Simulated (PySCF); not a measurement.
Geometry:
| atom | x (Å) | y (Å) | z (Å) |
| --- | --- | --- | --- |
| C1 | -2.486 | 1.410 | 0.565 |
| C2 | -1.659 | 0.135 | 0.724 |
| C3 | -1.758 | -0.777 | -0.496 |
| Si4 | 0.139 | 0.545 | 1.154 |
| C5 | 1.093 | 1.413 | -0.235 |
| C6 | 2.569 | 0.973 | -0.164 |
| Si7 | 2.615 | -0.843 | 0.369 |
| N8 | 1.138 | -0.885 | 1.295 |
| H9 | -2.134 | 2.012 | -0.290 |
| H10 | -3.549 | 1.179 | 0.380 |
| H11 | -2.438 | 2.050 | 1.460 |
| H12 | -2.045 | -0.416 | 1.604 |
| H13 | -1.407 | -0.265 | -1.408 |
| H14 | -2.800 | -1.088 | -0.682 |
| H15 | -1.147 | -1.685 | -0.377 |
| H16 | 0.122 | 1.366 | 2.413 |
| H17 | 0.987 | 2.509 | -0.198 |
| H18 | 0.647 | 1.091 | -1.193 |
| H19 | 3.111 | 1.162 | -1.105 |
| H20 | 3.096 | 1.546 | 0.619 |
| H21 | 2.605 | -1.789 | -0.797 |
| H22 | 3.828 | -1.176 | 1.183 |
| H23 | 0.891 | -1.665 | 1.893 |

Geometry: PBE0-D3(BJ)/def2-SVP; GIAO absolute shieldings from PySCF 2.14.0 with density-fitted response routines, gas phase, non-relativistic, averaged over equivalent atoms.

At PBE0/pcSseg-1 (225 basis functions, 100 s wall time on 1 thread of an Arm Neoverse N1, shared host):
| atoms | σ (ppm) |
| --- | --- |
| C1 | 167.5 |
| C3 | 167.7 |
| C2 | 168.2 |
| C6 | 178.2 |
| C5 | 181.6 |
| Si4 | 342.9 |
| Si7 | 372.0 |
| N8 | 248.0 |
| H22 | 26.36 |
| H21 | 26.42 |
| H16 | 26.44 |
| H19 | 30.22 |
| H13/H14/H15 | 30.27 |
| H20 | 30.33 |
| H9/H10/H11 | 30.33 |
| H17 | 30.41 |
| H12 | 30.46 |
| H18 | 30.61 |
| H23 | 31.50 |

Task: What do these become at wB97X-D/pcSseg-1?

Result: 
| atoms | σ at wB97X-D/pcSseg-1 | change |
| --- | --- | --- |
| C1 | 167.7 | +0.2 |
| C3 | 167.8 | +0.1 |
| C2 | 169.5 | +1.3 |
| C6 | 179.1 | +0.9 |
| C5 | 182.3 | +0.7 |
| Si4 | 343.3 | +0.4 |
| Si7 | 372.7 | +0.7 |
| N8 | 249.7 | +1.7 |
| H22 | 26.57 | +0.21 |
| H21 | 26.63 | +0.21 |
| H16 | 26.65 | +0.21 |
| H19 | 30.42 | +0.20 |
| H13/H14/H15 | 30.39 | +0.12 |
| H20 | 30.52 | +0.19 |
| H9/H10/H11 | 30.45 | +0.12 |
| H17 | 30.59 | +0.18 |
| H12 | 30.68 | +0.22 |
| H18 | 30.78 | +0.17 |
| H23 | 31.63 | +0.13 |

The largest change is at N8 (nitrogen bonded to 2 Si, H, in a 5-membered ring). Cost: 225 basis functions, 100 s wall time on 1 thread of an Arm Neoverse N1, shared host. The order of the carbon signals is the same at both levels.
